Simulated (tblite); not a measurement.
Write Cartesian coordinates for `N#C[C@@]1(C(F)F)C=N1` as optimised with GFN2-xTB.

```xyz
10
C4H2F2N2 angstrom
N      0.214    2.545   -1.084
C      0.200    1.541   -0.538
C      0.188    0.282    0.135
C     -1.057   -0.564   -0.107
F     -0.965   -1.732    0.564
F     -1.155   -0.883   -1.420
C      1.444   -0.367    0.536
N      0.847    0.178    1.484
H     -1.988   -0.059    0.192
H      2.280   -0.937    0.215
```

Orientation and origin are arbitrary. Atoms count from 1 in this order. The 3 C–C bonds span 1.428 Å (C2–C3, drawn single) to 1.525 Å (C3–C4, drawn single), a spread of 0.097 Å. The 3-membered ring C3–C7–N8 has internal angles of 49.5° to 66.8°. The C–N distances run from 1.143 Å (N1≡C2, drawn triple) to 1.505 Å (C3–N8, drawn single), a spread of 0.362 Å.

Bonds between heavy atoms (Å): N1≡C2 1.143, C2–C3 1.428, C3–C4 1.525, C4–F5 1.350, C4–F6 1.355, C3–C7 1.469, C7=N8 1.246, C3–N8 1.505.

The geometry is computed with GFN2-xTB (gas phase).

Point group: C1 (no symmetry element, even within 0.4 Å). Its GFN2-xTB frequencies are all real (lowest 25 cm⁻¹). One conformer, not necessarily the lowest (C2–C3–C4–F5 180°). 2 starts were optimised and ended at 0.00 and 0.03 kcal/mol (GFN2-xTB); the lowest of these is shown.
